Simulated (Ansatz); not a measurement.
Cost and result up the ladder for Ti2S3 (5 atoms). The state is a singlet with charge 0. Geometry: PBE-D4/def2-SVP.

```tsv
atom	x (Å)	y (Å)	z (Å)
Ti1	0.9473	-0.7159	-0.2816
Ti2	-1.0235	0.2125	-0.6298
S3	0.7403	0.8447	-1.9394
S4	-0.7838	-1.1446	1.3862
S5	0.1197	0.8033	1.4645
```

Ansatz on 4 threads of Intel Xeon on a shared host. Times are rough, and most runs start from the orbitals of an earlier one. CAM-B3LYP-D4/def2-TZVP serves as the yardstick here, not as an exact answer. Differences are given only for rows in sets of like size (and for xTB, whose basis is part of the method), since another set adds its own error. Binding counts from free atoms at the same level (Ti triplet, S triplet; other spins of the atoms weren't run), without zero-point energy or a counterpoise term.

B3LYP takes the VWN-RPA correlation. No other spin state of charge 0 was run. Another isomer (singlet) lies 2.50 eV lower at PBE0-D4/def2-TZVP; other spin states weren't run for this one.

Run but left out: CCSD(T)/def2-TZVP (unstable by the stability test).

| level | functions | binding energy per atom (eV) | difference from CAM-B3LYP-D4/def2-TZVP (eV) |
| --- | --- | --- | --- |
| PBE-D4/def2-SVP | 116 | 3.98 | – |
| B3LYP-D4/def2-TZVP | 201 | 3.33 | 0.20 |
| PBE0-D4/def2-TZVP | 201 | 3.46 | 0.33 |
| PBE0-D4/def2-SVP | 116 | 3.40 | – |
| CAM-B3LYP-D4/def2-TZVP | 201 | 3.13 | 0.00 |

(1) Estimate how long each takes.

Answers

(1) PBE-D4/def2-SVP 5.5 s; PBE0-D4/def2-SVP 9 s; PBE0-D4/def2-TZVP 14 s; B3LYP-D4/def2-TZVP 15 s; CAM-B3LYP-D4/def2-TZVP 29 s. On shared hardware such times vary by a factor of up to 3.
